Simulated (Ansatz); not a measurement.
AlH₄NOSi (`O[SiH]1[NH][AlH]1`): the same geometry under several functionals.

```yaml
crystal:
  periodic: [false, false, false]
  atoms:
    - {symbol: O, position_ang: [-1.412777, -0.009614, 1.369228]}
    - {symbol: Si, position_ang: [-0.629634, -0.288701, -0.059932]}
    - {symbol: N, position_ang: [0.716265, 0.757200, -0.400334]}
    - {symbol: Al, position_ang: [1.600728, -0.793433, -0.279568]}
    - {symbol: H, position_ang: [-2.368319, 0.046363, 1.317847]}
    - {symbol: H, position_ang: [-1.709691, -0.324567, -1.094356]}
    - {symbol: H, position_ang: [0.767676, 1.755986, -0.545565]}
    - {symbol: H, position_ang: [3.127753, -1.200233, -0.363120]}
basis:
  gaussian: {orbitals: def2-TZVPP}
hamiltonian: {xc: r2scan, dispersion: d4}
output: {forces: true, orbitals: {seedname: orbitals}}
```

```sh
$ ansatz run in.yaml --threads 2 --pin off --events-out ev --progress --plain --max-ram 4352MiB
```

Shortened log:

```
Functional definition: r2SCAN
1099 factors; their error is unknown
mean field evaluation 1: about -18061.5104 eV, gradient 9.1e1 eV
mean field evaluation 2: about -17958.3561 eV, gradient 2.0e2 eV
mean field evaluation 4: about -18076.3572 eV, gradient 1.3e1 eV
mean field evaluation 8: about -18076.9569 eV, gradient 2.5e-1 eV
mean field evaluation 16: about -18076.9355 eV, gradient 3.3e-4 eV
mean field -18076.93546637 eV, -664.3151254023 hartree, gradient 4.5e-5 eV, S^2 0.000000; 0 other end points of the search recorded, 0 dependent functions left out
reference -18076.93547972 eV, -664.3151258929 hartree; 23, 23 occupied and 179, 179 virtual orbitals, 1099 factors
Total energy: -18076.97295660 eV, -664.3165031426 hartree
Atom 0 at    -1.412777    -0.009614     1.369228 Å, force     0.001891     0.039883     0.064369 eV/Å
Atom 1 at    -0.629634    -0.288701    -0.059932 Å, force    -0.090136    -0.077204    -0.058314 eV/Å
Atom 2 at     0.716265     0.757200    -0.400334 Å, force     0.054883     0.002419     0.009247 eV/Å
Atom 3 at     1.600728    -0.793433    -0.279568 Å, force     0.068381    -0.063670    -0.007539 eV/Å
Atom 4 at    -2.368319     0.046363     1.317847 Å, force    -0.030824    -0.004279     0.003499 eV/Å
Atom 5 at    -1.709691    -0.324567    -1.094356 Å, force     0.005918     0.012168    -0.000703 eV/Å
Atom 6 at     0.767676     1.755986    -0.545565 Å, force    -0.007858     0.070413    -0.010461 eV/Å
Atom 7 at     3.127753    -1.200233    -0.363120 Å, force    -0.002255     0.020270    -0.000099 eV/Å
Dipole moment:    -0.066384     0.111015    -0.132425 e Å
```

It took 4.9 s on 2 threads of an Arm Neoverse V2 on a shared host, with 0.24 GiB of host memory at the peak.

The same input with `hamiltonian: {xc: {name: B3LYP}, dispersion: d4}` (abridged; 4.1 s):

```
Functional definition: B3LYP
mean field evaluation 16: about -18081.3839 eV, gradient 1.9e-4 eV
mean field -18081.38391864 eV, -664.4786030079 hartree, gradient 2.2e-5 eV, S^2 0.000000
Total energy: -18081.65331457 eV, -664.4885031256 hartree
Atom 0 force    -0.075001     0.024340     0.095946 eV/Å
Atom 1 force    -0.089855    -0.082235    -0.173572 eV/Å
Atom 2 force     0.048524     0.075571    -0.015713 eV/Å
Atom 3 force     0.181267    -0.074630    -0.010105 eV/Å
Atom 4 force    -0.040139     0.011362     0.052980 eV/Å
Atom 5 force     0.053436     0.003205     0.048931 eV/Å
Atom 6 force     0.006713     0.016153    -0.002722 eV/Å
Atom 7 force    -0.084946     0.026233     0.004256 eV/Å
Dipole moment:    -0.063268     0.073076    -0.145001 e Å
```

With the line `hamiltonian: {xc: {name: revPBE}, dispersion: d4}` and no forces (abridged; 2 s):

```
Functional definition: revPBE
mean field evaluation 16: about -18075.8828 eV, gradient 1.5e-4 eV
mean field -18075.88284080 eV, -664.2764421258 hartree, gradient 2.4e-5 eV, S^2 0.000000
Total energy: -18076.34863919 eV, -664.2935599010 hartree
```

Changing it to `hamiltonian: {xc: pbe, dispersion: d4}` (abridged; 2.4 s):

```
Functional definition: PBE
mean field evaluation 16: about -18068.3941 eV, gradient 1.5e-4 eV
mean field -18068.39410220 eV, -664.0012360585 hartree, gradient 3.1e-5 eV, S^2 0.000000
Total energy: -18068.55893431 eV, -664.0072935268 hartree
Atom 0 force     0.227526     0.074752     0.485324 eV/Å
Atom 1 force    -0.106010    -0.292695    -0.240163 eV/Å
Atom 2 force     0.130940     0.124872    -0.025808 eV/Å
Atom 3 force     0.163668    -0.315019     0.009850 eV/Å
Atom 4 force    -0.459752     0.024107    -0.021549 eV/Å
Atom 5 force    -0.121362     0.000294    -0.138548 eV/Å
Atom 6 force     0.019686     0.394230    -0.062937 eV/Å
Atom 7 force     0.145305    -0.010539    -0.006169 eV/Å
Dipole moment:    -0.073112     0.115220    -0.126845 e Å
```

Changing it to `hamiltonian: {xc: {name: BHLYP}, dispersion: d4}` and no forces (abridged; 2.9 s):

```
Functional definition: BHLYP
mean field evaluation 16: about -18078.2822 eV, gradient 3.7e-5 eV
mean field -18078.28217890 eV, -664.3646161747 hartree, gradient 3.7e-5 eV, S^2 0.000000
Total energy: -18078.50572426 eV, -664.3728313153 hartree
```

The same input with `hamiltonian: {xc: {name: LC-wPBE}}` and no forces (abridged; 2.7 s):

```
Functional definition: LC-wPBE
mean field evaluation 16: about -18073.1380 eV, gradient 1.0e-4 eV
mean field -18073.13803128 eV, -664.1755722365 hartree, gradient 1.6e-5 eV, S^2 0.000000
Total energy: -18073.13803129 eV, -664.1755722368 hartree
```

B3LYP takes the VWN-RPA correlation (the form of Gaussian; ORCA's B3LYP/G).
